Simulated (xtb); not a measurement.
xtb input (GFN2-xTB):

```bash
xtb mol.xyz --gfn 2 --sp --chrg 1 --uhf 0
```
mol.xyz:
```
4

Sn    -0.00000000     0.00000000     0.00000000
F      1.58922849    -0.94987449    -0.00796182
F      0.02791970     1.85123663    -0.01075104
F     -1.61714819    -0.90136214     0.01871286
```

Output:

```
           -------------------------------------------------
          |                Calculation Setup                |
           -------------------------------------------------

           -------------------------------------------------
          |                 G F N 2 - x T B                 |
           -------------------------------------------------

        Reference                      10.1021/acs.jctc.8b01176
      * Hamiltonian:
        H0-scaling (s, p, d)           1.850000    2.230000    2.230000
        zeta-weighting                 0.500000
      * Dispersion:
        s8                             2.700000
        a1                             0.520000
        a2                             5.000000
        s9                             5.000000
      * Repulsion:
        kExp                           1.500000    1.000000
        rExp                           1.000000
      * Coulomb:
        alpha                          2.000000
        third order                    shell-resolved
        anisotropic                    true
        a3                             3.000000
        a5                             4.000000
        cn-shift                       1.200000
        cn-exp                         4.000000
        max-rad                        5.000000

          ...................................................
          :                      SETUP                      :
          :.................................................:
          :  # basis functions                  22          :
          :  # atomic orbitals                  21          :
          :  # shells                            9          :
          :  # electrons                        24          :
          :  max. iterations                   250          :
          :  Hamiltonian                  GFN2-xTB          :
          :  restarted?                      false          :
          :  GBSA solvation                  false          :
          :  PC potential                    false          :
          :  electronic temp.          300.0000000     K    :
          :  accuracy                    1.0000000          :
          :  -> integral cutoff          0.2500000E+02      :
          :  -> integral neglect         0.1000000E-07      :
          :  -> SCF convergence          0.1000000E-05 Eh   :
          :  -> wf. convergence          0.1000000E-03 e    :
          :  Broyden damping             0.4000000          :
          :  net charge                          1          :
          :  unpaired electrons                  0          :
          ...................................................

 iter      E             dE          RMSdq      gap      omega  full diag
   1      0.4538533  0.453853E+00  0.441E+01    1.43       0.0  T
   2    -10.6318876 -0.110857E+02  0.396E+01   34.97       1.0  T
   3    -12.2029571 -0.157107E+01  0.200E+01   13.74       1.0  T
   4    -14.8329510 -0.262999E+01  0.125E+01    5.25       1.0  T
   5    -12.8180820  0.201487E+01  0.177E+01   10.49       1.0  T
   6    -15.5837919 -0.276571E+01  0.952E+00    3.75       1.0  T
   7    -15.3790315  0.204760E+00  0.147E+01    2.80       1.0  T
   8    -10.6609529  0.471808E+01  0.317E+01    2.19       1.0  T
   9     -8.9683753  0.169258E+01  0.327E+01    2.03       1.0  T
  10    -15.1374188 -0.616904E+01  0.244E+01    2.70       1.0  T
  11    -15.6398528 -0.502434E+00  0.130E+01    3.59       1.0  T
  12    -15.2762486  0.363604E+00  0.153E+01    4.31       1.0  T
  13    -14.7389273  0.537321E+00  0.151E+01    5.26       1.0  T
  14    -14.4892948  0.249632E+00  0.154E+01    5.73       1.0  T
  15    -14.7721837 -0.282889E+00  0.134E+01    5.20       1.0  T
  16    -15.3394924 -0.567309E+00  0.864E+00    4.19       1.0  T
  17    -15.6571289 -0.317636E+00  0.569E+00    3.56       1.0  T
  18    -15.7375724 -0.804435E-01  0.394E+00    3.37       1.0  T
  19    -15.7603534 -0.227810E-01  0.213E+00    3.29       1.0  T
  20    -15.7664077 -0.605430E-02  0.148E+00    3.27       1.0  T
  21    -15.7701699 -0.376218E-02  0.967E-01    3.24       1.0  T
  22    -15.7720542 -0.188429E-02  0.627E-01    3.22       1.0  T
  23    -15.7723885 -0.334320E-03  0.410E-01    3.21       1.0  T
  24    -15.7724436 -0.551204E-04  0.229E-01    3.20       1.0  T
  25    -15.7724397  0.393447E-05  0.145E-01    3.20       1.0  T
  26    -15.7724412 -0.154251E-05  0.888E-02    3.20       1.0  T
  27    -15.7724434 -0.219424E-05  0.410E-02    3.20       1.2  T
  28    -15.7724440 -0.594825E-06  0.125E-02    3.20       4.0  T
  29    -15.7724440 -0.409971E-07  0.137E-03    3.20      36.5  T
  30    -15.7724440 -0.104290E-09  0.545E-04    3.20      91.8  T
  31    -15.7724440 -0.211488E-09  0.122E-04    3.20     410.0  T

   *** convergence criteria satisfied after 31 iterations ***

         #    Occupation            Energy/Eh            Energy/eV
      -------------------------------------------------------------
         1        2.0000           -1.2651511             -34.4265
       ...           ...                  ...                  ...
         6        2.0000           -0.8476654             -23.0661
         7        2.0000           -0.8371565             -22.7802
         8        2.0000           -0.8330754             -22.6691
         9        2.0000           -0.8330754             -22.6691
        10        2.0000           -0.8289082             -22.5557
        11        2.0000           -0.8289082             -22.5557
        12        2.0000           -0.8267572             -22.4972 (HOMO)
        13                         -0.7090616             -19.2945 (LUMO)
        14                         -0.5100920             -13.8803
        15                         -0.4796688             -13.0525
        16                         -0.4796688             -13.0525
        17                         -0.4371877             -11.8965
       ...                                ...                  ...
        21                          0.0694147               1.8889
      -------------------------------------------------------------
                  HL-Gap            0.1176956 Eh            3.2027 eV
             Fermi-level           -0.7679094 Eh          -20.8959 eV

 SCC (total)                   0 d,  0 h,  0 min,  0.004 sec
 SCC setup                      ...        0 min,  0.000 sec (  1.640%)
 Dispersion                     ...        0 min,  0.000 sec (  0.427%)
 classical contributions        ...        0 min,  0.000 sec (  0.274%)
 integral evaluation            ...        0 min,  0.000 sec ( 11.438%)
 iterations                     ...        0 min,  0.003 sec ( 70.879%)
 molecular gradient             ...        0 min,  0.001 sec ( 13.858%)
 printout                       ...        0 min,  0.000 sec (  1.282%)

         :::::::::::::::::::::::::::::::::::::::::::::::::::::
         ::                     SUMMARY                     ::
         :::::::::::::::::::::::::::::::::::::::::::::::::::::
         :: total energy             -15.763305168303 Eh    ::
         :: gradient norm              0.031786056293 Eh/a0 ::
         :: HOMO-LUMO gap              3.202659167407 eV    ::
         ::.................................................::
         :: SCC energy               -15.772443837459 Eh    ::
         :: -> isotropic ES            0.098823556142 Eh    ::
         :: -> anisotropic ES          0.006129704520 Eh    ::
         :: -> anisotropic XC         -0.009256652808 Eh    ::
         :: -> dispersion             -0.001387704251 Eh    ::
         :: repulsion energy           0.009138669156 Eh    ::
         :: add. restraining           0.000000000000 Eh    ::
         :: total charge               1.000000000000 e     ::
         :::::::::::::::::::::::::::::::::::::::::::::::::::::

           -------------------------------------------------
          |                Property Printout                |
           -------------------------------------------------

    * Orbital Energies and Occupations

         #    Occupation            Energy/Eh            Energy/eV
      -------------------------------------------------------------
         1        2.0000           -1.2651511             -34.4265
         2        2.0000           -1.1272244             -30.6733
         3        2.0000           -1.1272244             -30.6733
         4        2.0000           -1.0414010             -28.3380
         5        2.0000           -0.8476654             -23.0661
         6        2.0000           -0.8476654             -23.0661
         7        2.0000           -0.8371565             -22.7802
         8        2.0000           -0.8330754             -22.6691
         9        2.0000           -0.8330754             -22.6691
        10        2.0000           -0.8289082             -22.5557
        11        2.0000           -0.8289082             -22.5557
        12        2.0000           -0.8267572             -22.4972 (HOMO)
        13                         -0.7090616             -19.2945 (LUMO)
        14                         -0.5100920             -13.8803
        15                         -0.4796688             -13.0525
        16                         -0.4796688             -13.0525
        17                         -0.4371877             -11.8965
        18                         -0.4371877             -11.8965
        19                         -0.3783806             -10.2963
        20                          0.0694147               1.8889
        21                          0.0694147               1.8889
      -------------------------------------------------------------
                  HL-Gap            0.1176956 Eh            3.2027 eV
             Fermi-level           -0.7679094 Eh          -20.8959 eV

     #   Z          covCN         q      C6AA      α(0)
     1  50 Sn       2.134     0.785   407.557    42.982
     2   9 F        0.711     0.072     8.784     3.500
     3   9 F        0.711     0.072     8.784     3.500
     4   9 F        0.711     0.072     8.784     3.500

 Mol. C6AA /au·bohr⁶  :        802.556946
 Mol. C8AA /au·bohr⁸  :      67147.340810
 Mol. α(0) /au        :         53.481190

Wiberg/Mayer (AO) data.
largest (>0.10) Wiberg bond orders for each atom

 ---------------------------------------------------------------------------
     #   Z sym  total        # sym  WBO       # sym  WBO       # sym  WBO
 ---------------------------------------------------------------------------
     1  50 Sn   2.883 --     3 F    0.961     4 F    0.961     2 F    0.961
     2   9 F    1.574 --     1 Sn   0.961     3 F    0.306     4 F    0.306
     3   9 F    1.574 --     1 Sn   0.961     4 F    0.306     2 F    0.306
     4   9 F    1.574 --     1 Sn   0.961     3 F    0.306     2 F    0.306
 ---------------------------------------------------------------------------

Topologies differ in total number of bonds
Writing topology from bond orders to xtbtopo.mol

molecular dipole:
                 x           y           z       tot (Debye)
 q only:       -0.000       0.000       0.000
   full:       -0.000       0.000      -0.000       0.000
molecular quadrupole (traceless):
                xx          xy          yy          xz          yz          zz
 q only:        0.659      -0.000       0.659      -0.017      -0.011      -1.318
  q+dip:       -0.148       0.000      -0.148       0.004       0.003       0.296
   full:       -2.130       0.000      -2.131       0.054       0.036       4.261

           -------------------------------------------------
          | TOTAL ENERGY              -15.763305168303 Eh   |
          | GRADIENT NORM               0.031786056293 Eh/α |
          | HOMO-LUMO GAP               3.202659167407 eV   |
           -------------------------------------------------
Note: The following floating-point exceptions are signalling: IEEE_UNDERFLOW_FLAG IEEE_DENORMAL
normal termination of xtb

------------------------------------------------------------------------
------------------------------------------------------------------------
 total:
 SCF:
```
